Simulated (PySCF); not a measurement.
System: 2,3-dihydro-1,4-diselenine, C4H6Se2, net charge 0, singlet state. 
Structure (B3LYP-D3(BJ)/def2-TZVP (Ansatz) minimum search):
SMILES: C1=C[Se]CC[Se]1
```xyz
12

C      1.6141    -0.1618    -0.2022
C      1.2598     0.9325     0.4645
Se    -0.4758     1.5664     0.9148
C     -1.5679     0.3615    -0.1948
C     -1.1884    -1.1007    -0.0567
Se     0.5272    -1.5526    -0.9102
H      2.6638    -0.3487    -0.3940
H      2.0283     1.6069     0.8223
H     -2.5837     0.5290     0.1660
H     -1.5062     0.6931    -1.2282
H     -1.9092    -1.7338    -0.5760
H     -1.1458    -1.4042     0.9861
```

Dispersion corrections to the total energy (kcal/mol) from the dftd3 and dftd4 libraries through PySCF: D3(BJ) without and D4 with the three-body term, each with the damping fitted for the functional named.

| functional | D3(BJ) | D4 |
|---|---|---|
| HF | -66.60 | ? |
| B2PLYP | ? | -6.60 |
| TPSSh | -11.19 | -11.55 |
| LC-wPBE | ? | -10.60 |
| BLYP | -20.65 | -20.70 |
| HSE06 | -6.81 | -7.52 |
| CAM-B3LYP | -8.07 | -8.23 |

### Question
Complete the blanks.

### Answer

- HF, D4: -31.98
- B2PLYP, D3(BJ): -8.35
- LC-wPBE, D3(BJ): -9.44
